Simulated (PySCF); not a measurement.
# Spin-rotation constants: SMILES CC(C)S[SiH2]N[SiH3], C3H13NSSi2

Geometry (Å), atoms numbered from 1 in this order:
```xyz
20

C    -2.317    1.256   -0.234
C    -2.090   -0.097   -0.885
C    -2.388   -1.250    0.058
S    -0.394   -0.242   -1.585
Si    0.918    0.223    0.039
N     2.467   -0.130   -0.611
Si    3.992   -0.075    0.204
H    -2.020    2.058   -0.904
H    -1.744    1.341    0.687
H    -3.373    1.376    0.003
H    -2.719   -0.183   -1.775
H    -1.787   -1.174    0.961
H    -3.440   -1.234    0.340
H    -2.172   -2.199   -0.426
H     0.608   -0.602    1.207
H     0.832    1.642    0.380
H     2.471   -0.544   -1.529
H     4.217   -1.302    0.975
H     5.006    0.080   -0.837
H     3.927    1.069    1.109
```

Method used: GIAO LC-wPBE/pcSseg-0 magnetisability, rotational g tensor and spin-rotation constants, non-relativistic, gas phase in PySCF 2.14.0. Geometry: GFN2-xTB.

(1) Give the nuclear spin-rotation constants along the inertial axes (H = +C I·J) beside the isotropic shieldings.

Answers

(1) Rotational constants 3.7630, 0.5696, 0.5603 GHz. A star marks the isotopologue with that one atom substituted, in its own axes.
```tsv
atom	isotope	Caa (kHz)	Cbb (kHz)	Ccc (kHz)	mean (kHz)	σ (ppm)
N6	14N	0.066	-0.012	0.006	0.020	319.9
H8	1H	-0.425	-0.068	0.004	-0.163	31.6
H9	1H	-0.261	-0.031	-0.067	-0.119	32.4
H10	1H	0.010	-0.062	-0.069	-0.040	31.8
H11	1H	-0.210	-0.027	-0.060	-0.099	30.6
H12	1H	-0.244	-0.034	-0.061	-0.113	32.0
H13	1H	-0.005	-0.062	-0.068	-0.045	31.9
H14	1H	-0.444	-0.015	-0.046	-0.168	31.7
H15	1H	-0.341	-0.043	0.005	-0.126	27.8
H16	1H	-0.347	-0.021	-0.015	-0.127	27.8
H17	1H	-0.485	-0.025	-0.087	-0.199	35.8
H18	1H	-0.377	-0.056	0.017	-0.139	28.6
H19	1H	-0.236	-0.021	-0.040	-0.099	28.5
H20	1H	-0.382	0.008	-0.049	-0.141	28.7
C1	13C*	0.572	0.072	0.073	0.239	171.0
C2	13C*	0.466	0.084	0.077	0.209	170.5
S4	33S*	0.306	0.111	0.128	0.182	690.0
Si5	29Si*	-1.900	-0.343	-0.335	-0.860	402.6
Si7	29Si*	-1.650	-0.318	-0.305	-0.758	444.2
```
For the geometry as given, no vibrational averaging.
